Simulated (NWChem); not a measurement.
Dipole moment of BF

```
B
F 1 1.2635
```
Charge 0, spin multiplicity 1.

All runs are NWChem calculations. The geometry was optimised at B3LYP/def2-SVP, a minimum by its harmonic frequencies.

Basis set: 6-31G*. The CCSD dipole comes from the Λ equations, without orbital relaxation.

The correlated methods keep 2 core orbitals frozen. B3LYP has NWChem's definition, with VWN1-RPA local correlation. The Pople sets run with spherical d functions. The structure started from a generated list of species. Coupled-cluster values serve here as a point of comparison, not as the truth.

**Question.** Order these methods by the dipole moment they give, lowest first: HF, LDA (SVWN5), B3LYP.

**Answer.** HF (0.87 D), B3LYP (1.09 D), LDA (SVWN5) (1.21 D)
